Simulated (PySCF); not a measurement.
(H2In-mu-OH)2.
Bonds: In1–O4, In1–O8, O4–In5, In5–O8. Hydrogens: H2, H3 on In1; H9 on O4; H6, H7 on In5; H10 on O8.

Method: PBE0-D3(BJ)/def2-SVP geometry optimisation, gas phase, def2 core potentials past Kr in PySCF.

Task: Give the optimised bond lengths and angles.

Result: 
| bond | length (Å) |
| --- | --- |
| In1–H2, In5–H6 | 1.714 |
| In1–H3, In5–H7 | 1.726 |
| In1–O4 and 3 like bonds | 2.178 |
| O4–H9, O8–H10 | 0.964 |

Bonds in one row agree within 0.01 Å and their mean is given. A selection of angles:
| angle | degrees |
| --- | --- |
| H2–In1–H3 | 135.5 |
| H2–In1–O4 | 106.7 |
| H2–In1–O8 | 106.5 |
| O4–In1–O8 | 79.3 |
| In1–O4–In5 | 100.4 |
| In1–O4–H9 | 114.5 |

Torsions: O8–In1–O4–In5 6° (synperiplanar); O4–In1–O8–In5 -6° (synperiplanar); In1–O4–In5–O8 -6° (synperiplanar); O4–In5–O8–In1 6° (synperiplanar).

In1 (indium bonded to 2 O and 2 H) has angles from 79.3° to 135.5°. All 4 In–O bonds measure 2.177 to 2.179 Å. O4 (oxygen bonded to 2 In and H) is pyramidal (angles 114.8°, 114.5° and 100.4°, sum 329.7°, 0.47 Å off the plane of its three neighbours).

Point group: C2v (tolerance 0.08 Å). PBE0-D3(BJ)/def2-SVP frequencies: not computed here. One conformer, not necessarily the lowest.
